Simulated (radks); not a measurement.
Values are calculated unless marked as measured or tabulated.
Rb II, configuration [Kr] (the NIST ground configuration). Code: a radial shooting solver on a logarithmic mesh with Libxc functionals. Model: non-relativistic Kohn-Sham, LB94 model potential, spin-polarised, spherical densities, point nucleus; relativity is left out, which matters for an element this heavy.

Normalised radial functions P(r) = r R(r), r in bohr:

| r | 3p | 3d |
|---|---|---|
| 0.001361 | 0.0010 | 0.0000 |
| 0.001559 | 0.0013 | 0.0000 |
| 0.001772 | 0.0017 | 0.0000 |
| 0.00203 | 0.0023 | 0.0000 |
| 0.002308 | 0.0029 | 0.0000 |
| 0.002644 | 0.0038 | 0.0000 |
| 0.003005 | 0.0049 | 0.0000 |
| 0.003443 | 0.0063 | 0.0000 |
| 0.003913 | 0.0081 | 0.0001 |
| 0.004483 | 0.0105 | 0.0001 |
| 0.005136 | 0.0136 | 0.0001 |
| 0.005837 | 0.0174 | 0.0002 |
| 0.006688 | 0.0224 | 0.0003 |
| 0.007601 | 0.0285 | 0.0004 |
| 0.008708 | 0.0367 | 0.0006 |
| 0.009897 | 0.0463 | 0.0008 |
| 0.01134 | 0.0592 | 0.0012 |
| 0.01289 | 0.0743 | 0.0017 |
| 0.01476 | 0.0942 | 0.0025 |
| 0.01692 | 0.1188 | 0.0037 |
| 0.01923 | 0.1470 | 0.0053 |
| 0.02203 | 0.1832 | 0.0077 |
| 0.02503 | 0.2237 | 0.0109 |
| 0.02868 | 0.2743 | 0.0158 |
| 0.0326 | 0.3292 | 0.0221 |
| 0.03735 | 0.3952 | 0.0315 |
| 0.04245 | 0.4635 | 0.0436 |
| 0.04863 | 0.5407 | 0.0612 |
| 0.05572 | 0.6193 | 0.0850 |
| 0.06332 | 0.6898 | 0.1147 |
| 0.07255 | 0.7543 | 0.1560 |
| 0.08245 | 0.7971 | 0.2059 |
| 0.09447 | 0.8135 | 0.2728 |
| 0.1074 | 0.7913 | 0.3505 |
| 0.123 | 0.7171 | 0.4498 |
| 0.1398 | 0.5918 | 0.5588 |
| 0.1602 | 0.3954 | 0.6894 |
| 0.1835 | 0.1367 | 0.8308 |
| 0.2086 | -0.1530 | 0.9670 |
| 0.2389 | -0.4886 | 1.1058 |
| 0.2716 | -0.8038 | 1.2208 |
| 0.3111 | -1.1044 | 1.3151 |
| 0.3536 | -1.3250 | 1.3685 |
| 0.4051 | -1.4672 | 1.3802 |
| 0.4605 | -1.5016 | 1.3454 |
| 0.5276 | -1.4334 | 1.2604 |
| 0.6044 | -1.2741 | 1.1320 |
| 0.6869 | -1.0670 | 0.9808 |
| 0.787 | -0.8203 | 0.8011 |
| 0.8945 | -0.5938 | 0.6285 |
| 1.025 | -0.3864 | 0.4569 |
| 1.165 | -0.2363 | 0.3183 |
| 1.334 | -0.1269 | 0.2022 |
| 1.517 | -0.0637 | 0.1228 |
| 1.738 | -0.0272 | 0.0665 |
| 1.991 | -0.0101 | 0.0326 |
| 2.263 | -0.0034 | 0.0151 |
| 2.592 | -0.0009 | 0.0059 |
| 2.946 | -0.0002 | 0.0021 |
| 3.375 | 0.0000 | 0.0006 |
| 3.836 | 0.0000 | 0.0002 |
| 4.395 | 0.0000 | 0.0000 |
| 4.995 | 0.0000 | 0.0000 |
| 5.723 | 0.0000 | 0.0000 |

3p: eigenvalue -240.48 eV, 1 radial node at r = 0.195 bohr, <r> = 0.524 bohr, 90 % of the charge inside 0.795 bohr. 3d: eigenvalue -124.35 eV, 0 radial nodes, <r> = 0.520 bohr, 90 % of the charge inside 0.845 bohr.
